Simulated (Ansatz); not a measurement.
Cost and result for the atomization energy of CH$_{6}$FNSn (`FC[NH][SnH3]`) (10 atoms, 9 bonds).

Z-matrix (Å, degrees):
```
C
N 1 1.399
F 1 1.414 2 113.4
H 1 1.094 2 110.8 3 -118.1
H 1 1.094 2 111.4 3 118.9
Sn 2 2.042 1 118.8 3 62.0
H 2 1.011 1 112.1 3 -75.4
H 6 1.707 2 112.3 1 -76.6
H 6 1.705 2 105.3 1 163.3
H 6 1.702 2 104.1 1 44.5
```

Total charge 0; spin multiplicity 1. Correlated methods include outer-core shells of Sn, which these sets cover unevenly. Sn: def2 effective core potential. All single points use the PBE0-D4/def2-TZVP geometry. It is one conformer, not always the lowest. Program: Ansatz. All runs use 4 threads of an Arm Neoverse V1 on a shared host. Times are those of one run each, without the atoms' runs, and a repeat can differ threefold. Electronic energies, without spin–orbit coupling; frozen cores. CCSD(T)/CBS adds CCSD(T) − MP2 in def2-TZVPP to the MP2 limit, and its time is that of the two runs behind it. T1 = 0.013. With those shells the extrapolation isn't a true limit. B3LYP takes the VWN-RPA correlation (the form of Gaussian; ORCA's B3LYP/G).

CCSD(T)/CBS is a level of theory with its own doubt, some kJ/mol a heavy atom from the limit and from the frozen cores, so smaller differences don't rank the functionals.

```tsv
level	functions	wall time
PBE-D4/def2-TZVPP (with forces)	227	2.1 s
PBE0-D4/def2-TZVPP	227	2.4 s
B3LYP-D4/def2-TZVPP (with forces)	227	4 s
r2SCAN-D4/def2-TZVPP (with forces)	227	4.4 s
B2PLYP/def2-TZVPP	227	4.9 s
ωB97X-V/def2-TZVPP	227	7 s
ωB97M-V/def2-TZVPP (with forces)	227	10 s
MP2/def2-QZVPP	433	17 s
CCSD(T)/def2-TZVPP	227	2.6 min
CCSD(T)/CBS(def2)	–	2.9 min
```

Task: What atomization energy does each give, and how far from CCSD(T)/CBS? (An estimate is asked.)

Result: Computed: 
| level | atomization (kcal/mol) | difference from CCSD(T)/CBS | per bond |
| --- | --- | --- | --- |
| PBE-D4/def2-TZVPP (with forces) | 757.2 | 9.0 | 1.0 |
| PBE0-D4/def2-TZVPP | 740.7 | -7.5 | -0.8 |
| B3LYP-D4/def2-TZVPP (with forces) | 744.9 | -3.3 | -0.4 |
| r2SCAN-D4/def2-TZVPP (with forces) | 741.7 | -6.5 | -0.7 |
| B2PLYP/def2-TZVPP | 734.7 | -13.5 | -1.5 |
| ωB97X-V/def2-TZVPP | 751.4 | 3.2 | 0.4 |
| ωB97M-V/def2-TZVPP (with forces) | 746.7 | -1.5 | -0.2 |
| MP2/def2-QZVPP | 741.3 | -6.9 | -0.8 |
| CCSD(T)/def2-TZVPP | 726.8 | -21.4 | -2.4 |
| CCSD(T)/CBS(def2) | 748.2 | 0.0 | 0.0 |

The D4 term adds +6.8 kcal/mol with B3LYP and +3.6 kcal/mol with PBE0; it sums over pairs of atoms, weighted by their polarisabilities, and B3LYP, whose exchange is more repulsive, gets the larger term. From PBE to PBE0 (25 % exact exchange), in def2-TZVPP and without D4, the atomization energy moves by −15.9 kcal/mol: exact exchange takes away binding that semilocal exchange gives to molecules. In def2-TZVPP, CCSD(T) changes the Hartree–Fock value by +217.1 kcal/mol (the triples alone add +11.9 kcal/mol) and MP2 by +218.9 kcal/mol; breaking electron pairs costs correlation energy, which Hartree–Fock lacks.

Spin–orbit coupling would lower the free Sn atoms strongly, and the atomization energy with them, by more than many differences here. For some Ge, Se and Sn compounds the MP2-based and the directly extrapolated limit differ by 10 to 25 kJ/mol.
